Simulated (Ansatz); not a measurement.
`B[SiH2][GeH2][SiH3]` + `BO` → `BO[SiH2]B` + `[SiH3][GeH3]` at 600 K and 1 bar (cleavage of the Si–Ge bond).

Calculated with Ansatz (gas phase, PBE0-D4/def2-TZVP geometries, no zero-point term in ΔE). CCSD(T)/CBS is the MP2 limit (def2-TZVPP, def2-QZVPP) plus CCSD(T) − MP2 in def2-TZVPP, frozen cores. This one scheme is used for every species. For Ge outer-core shells are correlated without core-valence functions, which leaves a few kJ/mol of doubt a bond. Scalar relativity is left out up to krypton. One conformer a species, not always the lowest.

```tsv
species	CCSD(T)/CBS energy (Eh)	H − E (kJ/mol)	S (J/(mol·K))
`B[SiH2][GeH2][SiH3]`	-2684.43718	286.3	537.3
`BO`	-101.80414	119.7	267.1
`BO[SiH2]B`	-417.47687	224.3	423.6
`[SiH3][GeH3]`	-2368.78170	172.3	364.0
```

H − E and S are ideal-gas, rigid-rotor, harmonic terms from PBE0-D4/def2-TZVP, for one conformer and one mirror image of each species. 1 Eh = 2625.50 kJ/mol, R = 8.31446 J/(mol·K).

Q: By hand: ΔE, ΔH, ΔS and ΔG.

A: ΔE = (-417.47687) + (-2368.78170) − (-2684.43718) − (-101.80414) = -0.01725 Eh = -45.3 kJ/mol. Δ(H − E) = 224.3 + 172.3 − 286.3 − 119.7 = -9.4, so ΔH = -54.7 kJ/mol. ΔS = 423.6 + 364.0 − 537.3 − 267.1 = -16.8 J/(mol·K). ΔG = -54.7 − 600 × (-16.8)/1000 = -44.6 kJ/mol.

Q: By hand: the equilibrium constant, and the temperature at which ΔG would vanish if ΔH and ΔS stayed fixed.

A: log₁₀ K = −ΔG/(RT ln 10) = 3.9. ΔG = 0 at ΔH/ΔS = 3256 K, far beyond where these terms or the molecules hold.

ΔH outweighs TΔS. A doubt of 5 kJ/mol in ΔE shifts log₁₀ K by 0.4 here. Other conformers and mirror images would add mixing entropy, several J/(mol·K) or more a flexible species. Modes under 60 cm⁻¹, often nearly free rotors, make the harmonic entropy too high. These are equilibria of isolated gas molecules and say nothing of rates. Largest T1 diagnostic: 0.014 (customary marks: 0.02 for closed shells, 0.045 for open ones).
